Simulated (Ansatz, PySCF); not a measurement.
H5Sn, SMILES [SnH5-], charge -1. Atoms are numbered in the order given.

```xyz
6

Sn     0.0000     0.0000     0.0000
H      0.0000     0.0000     1.8820
H      0.0000     0.0000    -1.8820
H      1.7736     0.0000     0.0000
H     -0.8868     1.5360     0.0000
H     -0.8868    -1.5360     0.0000
```
Charge -1, spin multiplicity 1.

Coordinates come from a B3LYP-D3(BJ)/def2-TZVPD optimisation. The def2 effective core potentials stand for the cores of Sn; spin–orbit coupling is left out.

Estimates of the vertical detachment energy (IE) of the anion in eV. Rows of orbital energies are one-electron estimates, which approximate functionals can put far too low.

| level | IE |
|---|---|
| −ε(HOMO), −ε(LUMO), r2SCAN/def2-TZVPD (PySCF) | -0.40 |
| −ε(HOMO), −ε(LUMO), CAM-B3LYP/def2-TZVPD (PySCF) | 1.62 |
| −ε(HOMO), −ε(LUMO), PBE/def2-TZVPD (PySCF) | -0.58 |
| ΔSCF, ωB97X-V/def2-TZVPD (Ansatz), final states of multiplicity 2 | 2.50 |
| ΔSCF, PBE/def2-TZVPD (Ansatz), final states of multiplicity 2 | 2.09 |

**Question.** What vertical singlet–triplet gap does ΔSCF give with ωB97X-V/def2-TZVPD (Ansatz, a first-principles code) and with PBE/def2-TZVPD (Ansatz)? (The exact figures need the calculation; the answer reports its results.)

**Answer.** 3.34 and 2.51 eV (triplet above singlet where positive).
